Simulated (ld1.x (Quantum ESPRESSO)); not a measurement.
**u(r) = r·R(r): atom against pseudo-atom (Be)**

Columns: radius, all-electron u(r) and pseudo u(r) of the 2p shell (level -2.53 eV) of beryllium in the configuration [He] 2s1 2p1; PBE, scalar-relativistic, TM scheme, ld1.x (Quantum ESPRESSO) 7.5.

```
r (bohr)  all-electron  pseudo
   0.210        0.0478  0.0155
   0.420        0.1368  0.0602
   0.630        0.2289  0.1289
   0.840        0.3114  0.2136
   1.050        0.3799  0.3045
   1.260        0.4354  0.3917
   1.470        0.4794  0.4667
   1.680        0.5109  0.5237
   1.890        0.5310  0.5602
   2.100        0.5408  0.5771
   2.310        0.5421  0.5775
   2.520        0.5364  0.5657
   2.730        0.5252  0.5462
   2.940        0.5096  0.5227
   3.150        0.4909  0.4978
   3.360        0.4699  0.4728
   3.570        0.4475  0.4484
   3.780        0.4243  0.4244
   3.990        0.4008  0.4008
   4.200        0.3775  0.3775
   4.410        0.3545  0.3545
   4.620        0.3322  0.3322
   4.830        0.3107  0.3107
   5.040        0.2901  0.2901
   5.250        0.2704  0.2704
   5.460        0.2518  0.2518
```

(1) How many radial nodes do the two functions have?

(2) At about which radius was the pseudo-wave matched?

(3) Where does each function peak?

(4) Is the pseudo-wave norm-conserving?

Results:

(1) The all-electron 2p function has n − l − 1 = 0; the pseudo-wave has 0.

(2) 4.20 bohr. The columns agree to 0.0005 from 3.78 bohr on; several derivatives are matched, so the curves merge somewhat inside the radius.

(3) Outermost all-electron maximum near 2.31 bohr, pseudo maximum near 2.31 bohr (to the table’s step).

(4) Yes: the TM scheme keeps the norm inside the radius equal to the all-electron one, which fixes the energy derivative of the logarithmic derivative at the level.
